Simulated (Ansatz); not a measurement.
Cartesian coordinates in Å:
```
O -0.6639 1.2541 -2.1515
Si 0.4418 0.8115 -1.0209
N -0.2733 0.3833 0.4921
Si -0.1486 -1.1086 1.3179
Cl 1.4866 -1.2107 2.5712
H -1.3282 0.6108 -2.4031
H 1.2059 -0.3942 -1.4308
H 1.3025 2.0067 -0.8923
H -0.6994 1.1384 1.0135
H -1.3341 -1.3022 2.1819
H 0.0108 -2.1890 0.3221
```

The species carries charge 0 and has multiplicity 1.

(1) List the PBE0/def2-TZVPP orbital energies in eV (the Gaussian-basis code of Ansatz). (An estimate is asked.)

Results:

(1) The calculation gave: Occupied: -2767.17, -1803.77, -1803.29, -522.85, -391.32, -259.04, -197.30, -197.18, -197.18, -145.96, -145.50, -100.66, -100.61, -100.59, -100.18, -100.17, -100.15, -28.32, -24.20, -22.88, -16.16, -15.37, -14.22, -12.31, -11.47, -11.32, -10.86, -10.62, -9.85, -9.19, -9.16, -8.82, -8.28. Lowest empty: 0.17, 0.55, 0.77, 1.59, 1.79, 1.95, 2.12, 2.30.
